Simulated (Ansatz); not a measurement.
`C[O][Mo](=[O])([OH])=[S]` + H–F → `[O]=[Mo]([OH])([F])=[S]` + CH₃OH at 600 K and 1 bar (ligand exchange at a Mo–O bond).

Program: Ansatz. Geometries: PBE0-D4/def2-TZVP. ΔE: electronic, gas phase. CCSD(T)/CBS adds triple-zeta CCSD(T) − MP2 to the extrapolated MP2 energy (def2 sets, frozen cores). This one scheme is used for every species. Elements past krypton have def2 core potentials. For Mo outer-core shells are correlated without core-valence functions, which leaves a few kJ/mol of doubt a bond. One conformer a species, not always the lowest.

```csv
species,CCSD(T)/CBS energy (Eh),H − E (kJ/mol),S (J/(mol·K))
`C[O][Mo](=[O])([OH])=[S]`,-732.03018,227.5,495.5
H–F,-100.39570,42.3,194.0
`[O]=[Mo]([OH])([F])=[S]`,-716.80850,105.6,412.5
CH₃OH,-115.61712,163.6,277.3
```

H − E and S are ideal-gas, rigid-rotor, harmonic terms from PBE0-D4/def2-TZVP, for one conformer and one mirror image of each species. 1 Eh = 2625.50 kJ/mol, R = 8.31446 J/(mol·K).

By hand: ΔE, ΔH, ΔS and ΔG.

ΔE = (-716.80850) + (-115.61712) − (-732.03018) − (-100.39570) = 0.00026 Eh = 0.7 kJ/mol. Δ(H − E) = 105.6 + 163.6 − 227.5 − 42.3 = -0.6, so ΔH = 0.1 kJ/mol. ΔS = 412.5 + 277.3 − 495.5 − 194.0 = 0.3 J/(mol·K). ΔG = 0.1 − 600 × (0.3)/1000 = -0.1 kJ/mol.

By hand: the equilibrium constant, and the temperature at which ΔG would vanish if ΔH and ΔS stayed fixed.

log₁₀ K = −ΔG/(RT ln 10) = 0.0. ΔG = 0 at ΔH/ΔS = 333 K, though so small a ΔH makes that figure unsure.

TΔS isn't small against ΔH here. The sign of ΔG lies within the doubt. A doubt of 5 kJ/mol in ΔE shifts log₁₀ K by 0.4 here. Other conformers and mirror images would add mixing entropy, several J/(mol·K) or more a flexible species. Modes under 60 cm⁻¹, often nearly free rotors, make the harmonic entropy too high. These are equilibria of isolated gas molecules and say nothing of rates. Largest T1 diagnostic: 0.025 (customary marks: 0.02 for closed shells, 0.045 for open ones).
